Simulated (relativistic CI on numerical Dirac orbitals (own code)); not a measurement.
# Line list: Electric-dipole lines, Ce²⁴⁺

These numbers are calculated, not measured: Dirac-Coulomb-Breit CI, orbitals from a KLI potential per configuration, model QED (radiative potential, 1s self-energy scaled to tabulated hydrogen-like ionisation energies), unscaled Slater integrals (own radial code, finite nucleus).

CI space (outside the closed core [Ar] 3d10): 4s²4p⁴, 4s4p⁵, 4s²4p³4d, 4p⁶, 4s4p⁴4d, 4s²4p³4f, 4s4p⁴4f, 4p⁵4d, 4s4p³4d², 4s²4p²4d4f, 4p⁵4f, 4s²4p³5s, 4s²4p³5p, 4p⁵5s, 4p⁴4d4f, 4s4p³4d5s, 4s4p³4f², 4s4p⁴5s, 4s²4p³5d, 4s²4p²4f5s, 4s4p⁴5p, 4s²4p³5f, 4s²4p³5g, 4s4p⁴5d, 4s²4p³6s, 4s²4p³6p, 4p⁴4f5s, 4s²4p²4d², 4s²4p4d³, 4s4p²4d³, 4s²4p4d²4f, 4s4p²4d²4f, 4s²4p4d²5s, 4p⁴4d², 4p³4d³, 4p³4d²4f, 4p³4d²5s, 4s²4p²4d5s, 4s4p²4d²5s, 4s²4p4d4f5s, 4s4p²4d4f5s, 4s²4p4d5s², 4p⁴4d5s, 4p³4d4f5s, 4p³4d5s², 4s²4p²5s², 4s4p²4d5s², 4s²4p4f5s², 4s4p²4f5s². Double excitations out of closed p, d and f shells are left out; levels of such configurations are missing from the list, as are those of other unlisted configurations, and high levels can miss mixing partners. These lack a partner that the ground configuration has and come out too high: 4s²4p³5p, 4s²4p³5d, 4s4p⁴5p, 4s²4p³5f, 4s²4p³5g.

```
λ vac (nm)               Lower                Upper   A (s⁻¹)        gf  Branching (%)
    8.8884      4s²4p⁴ ³P2 [1]   4s²4p³4d ¹F°3 [36]  2.23e+11  1.85e+00           74.4
    8.9105  4s²4p³4d ³G°5 [27]  4s²4p²4d² ³H6 [218]  6.96e+11  1.08e+01          100.0
    8.9238  4s²4p³4d ⁵D°3 [10]  4s²4p²4d² ⁵D3 [143]  5.34e+11  4.47e+00           76.0
    8.9516  4s²4p³4d ⁵D°4 [12]  4s²4p²4d² ⁵P3 [154]  4.39e+11  3.69e+00           82.0
    8.9565      4s4p⁵ ³P°2 [6]    4s4p⁴4d ³D3 [104]  5.53e+11  4.66e+00           93.9
    8.9957  4s²4p³4d ⁵D°4 [12]   4s²4p³4f ⁵F5 [151]  5.30e+11  7.07e+00           95.6
    9.0185  4s²4p³4d ³F°4 [25]  4s²4p²4d² ³G5 [213]  6.45e+11  8.65e+00           86.3
    9.0591  4s²4p³4d ⁵D°4 [12]  4s²4p²4d² ⁵D4 [149]  5.67e+11  6.28e+00           96.1
    9.0936      4s²4p⁴ ³P2 [1]   4s²4p³4d ³P°1 [34]  3.80e+11  1.41e+00           72.2
    9.1021  4s²4p³4d ⁵D°3 [10]  4s²4p²4d² ³H4 [137]  3.10e+11  3.46e+00           81.2
    9.1658      4s²4p⁴ ³P2 [1]   4s²4p³4d ³D°3 [33]  4.08e+11  3.60e+00           97.1
    9.1911      4s²4p⁴ ¹D2 [4]   4s²4p³4d ¹F°3 [46]  7.23e+11  6.41e+00           99.9
    9.2643      4s²4p⁴ ¹D2 [4]   4s²4p³4d ³D°2 [45]  3.04e+11  1.96e+00           53.3
    9.2870      4s²4p⁴ ³P2 [1]   4s²4p³4d ³P°2 [31]  3.71e+11  2.40e+00           92.5
    9.3034      4s²4p⁴ ³P1 [3]   4s²4p³4d ³P°1 [43]  4.45e+11  1.73e+00           75.9
    9.3035   4s²4p³4d ³F°2 [8]  4s²4p²4d² ³G3 [125]  4.07e+11  3.70e+00           75.9
    9.4182  4s²4p³4d ¹F°3 [46]  4s²4p²4d² ¹G4 [297]  1.29e+12  1.54e+01           94.0
    9.6211  4s²4p³4d ³F°4 [40]   4s²4p³4f ³G5 [262]  5.65e+11  8.63e+00           95.7
    10.157      4s²4p⁴ ³P1 [3]   4s²4p³4d ¹D°2 [39]  3.29e+11  2.54e+00           58.7
    10.206      4s²4p⁴ ³P0 [5]   4s²4p³4d ¹P°1 [47]  5.62e+11  2.63e+00           94.4
```

Terms are leading LS components. Brackets give the number of a level in order of energy, since labels repeat. The list gives strong lines, with weight on those to low levels, without lines whose two gauges differ by over a factor of 2.5, among the lowest 400 of 10691 levels, so that lines to higher ones, which can be the strongest, are missing. Levels whose partners in the same complex of configurations lie outside the list can be far off, and so can their lines. Rates are taken at the computed energies, electric ones in the length gauge.

At this charge energies of transitions that change n are usually good to better than 1 %, and those within a shell (Δn = 0) to a few per cent.

LS names give the leading component of a level, which can be under half, so a name can repeat, a term be missing and a line seem to break the LS rules.
